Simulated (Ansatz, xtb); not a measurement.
C5H12Ge: 5 structures ranked

5 gas-phase structures of C5H12Ge, from a drawn sample of its isomers (lower ones may exist). Each was relaxed with GFN2-xTB:

A. `C[C@@H]1CC[C@H]1[GeH3]`, a singlet
B. `C[C@@H]1CC[C@@H]1[GeH3]`, a singlet
C. `C[C@H]1C[C@@H]([GeH3])C1`, a singlet
D. `C[C]1([GeH3])CCC1`, a singlet
E. `C[C@H]1C[C@H]([GeH3])C1`, a singlet

Make a reasoned guess at their ranking by r2SCAN-D4/def2-SVP single-point energy.

Calculated order at r2SCAN-D4/def2-SVP: B (0.0), A (0.3), E (0.5), D (0.5), C (0.6) kcal/mol. Less than 1 kcal/mol parts B and A; A and E; E and D; D and C, so the order within those pairs means little.

Energies above the lowest of each column, in kcal/mol; the last columns are at PBE0-D3(BJ)/def2-SVP geometries:

```
structure  GFN2-xTB  HF/STO-3G  r2SCAN-D4/def2-SVP  PBE0-D3(BJ)/def2-SVP  CCSD(T)/def2-SVP + ΔMP2/def2-TZVPP
        B       0.0        1.5                 0.0                   0.7                                 0.6
        A       0.3        0.0                 0.3                   0.0                                 0.0
        E       0.8        0.0                 0.5                   0.6                                 0.6
        D       1.0        2.8                 0.5                   1.4                                 0.6
        C       0.3        0.4                 0.6                   0.3                                 0.4
```

CCSD(T)/def2-SVP + ΔMP2/def2-TZVPP has A and B and C and D and E within 1 kcal/mol of each other at the bottom, and every level picks one of them. CCSD(T)/def2-SVP + ΔMP2/def2-TZVPP orders those it was run on as A (0.0), C (0.4), B (0.6), E (0.6), D (0.6) kcal/mol. Less than 1 kcal/mol parts A and C; C and B; B and E; E and D, so the order within those pairs means little. ΔMP2 is the change of the MP2 energy from the smaller to the larger basis.

Over these structures GFN2-xTB departs from r2SCAN-D4/def2-SVP by 0.2 kcal/mol on average once a common shift is removed. A GFN2-xTB relaxation took about 0.091 s and the r2SCAN-D4/def2-SVP energy about 3.6 s on a shared host (Ansatz 0.2.0, xtb 6.7.1).
